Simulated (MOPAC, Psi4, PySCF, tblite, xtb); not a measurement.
Dimer H2 ··· CH3Cl (SMILES [H][H] and CCl) at R = 3.44 Å between the centres of mass, closest contact 3.06 Å (a random orientation, not optimised). Geometry in Å and degrees:

```
C
H 1 1.0858
H 1 1.0858 2 110.57
H 1 1.0858 2 110.57 3 122.80
Cl 1 1.7944 2 108.35 4 118.60
H 5 3.0561 1 94.63 2 152.14
H 6 0.7438 5 131.47 1 -136.43
```

Levels: GFN2-xTB (tblite); SAPT0/jun-cc-pVDZ, frozen core (Psi4); revPBE/def2-TZVP, counterpoise-corrected (Psi4); revPBE-D3(BJ)/def2-TZVP, counterpoise-corrected (Psi4); PBE/def2-TZVP, counterpoise-corrected (Psi4); PBE-D3(BJ)/def2-TZVP, counterpoise-corrected (Psi4); HF/aug-cc-pVTZ, counterpoise-corrected (Psi4); MP2/aug-cc-pVTZ = DF-MP2/aug-cc-pVTZ, frozen core, counterpoise-corrected in Psi4; SCS-MP2/aug-cc-pVTZ = DF-SCS-MP2/aug-cc-pVTZ, frozen core, counterpoise-corrected in Psi4; MP2/aug-cc-pVDZ = DF-MP2/aug-cc-pVDZ, frozen core, counterpoise-corrected run with Psi4; CCSD/aug-cc-pVDZ = DF-CCSD/aug-cc-pVDZ, frozen core, counterpoise-corrected (Psi4); CCSD(T)/aug-cc-pVDZ = DF-CCSD(T)/aug-cc-pVDZ, frozen core, counterpoise-corrected in Psi4; AM1, restricted, heats of formation (MOPAC); PM3, restricted, heats of formation (MOPAC); GFN1-xTB (xtb); RKS-B3LYP/6-31G* = restricted B3LYP/6-31G*, spherical d, no counterpoise correction in PySCF; RMP2/6-31G* = restricted MP2 (frozen core)/6-31G*, spherical d, no counterpoise correction (PySCF); RKS-B3LYP/6-311+G** = PySCF with restricted B3LYP/6-311+G**, spherical d, no counterpoise correction; RKS-LDA (SVWN5)/6-31G* = PySCF 2.14.0 with restricted LDA (SVWN5)/6-31G*, spherical d, no counterpoise correction.

What interaction energy does each level give?


| method | E_int / kJ/mol |
|---|---|
| RKS-LDA (SVWN5)/6-31G* | -3.54 |
| PBE-D3(BJ)/def2-TZVP | -1.42 |
| GFN1-xTB | -0.93 |
| GFN2-xTB | -0.77 |
| revPBE-D3(BJ)/def2-TZVP | -0.50 |
| MP2/aug-cc-pVTZ | -0.31 |
| PM3 | -0.09 |
| PBE/def2-TZVP | -0.02 |
| AM1 | 0.15 |
| MP2/aug-cc-pVDZ | 0.21 |
| CCSD(T)/aug-cc-pVDZ | 0.22 |
| SCS-MP2/aug-cc-pVTZ | 0.34 |
| CCSD/aug-cc-pVDZ | 0.48 |
| RMP2/6-31G* | 1.08 |
| RKS-B3LYP/6-31G* | 1.15 |
| SAPT0/jun-cc-pVDZ | 1.20 |
| RKS-B3LYP/6-311+G** | 1.42 |
| revPBE/def2-TZVP | 2.29 |
| HF/aug-cc-pVTZ | 2.57 |
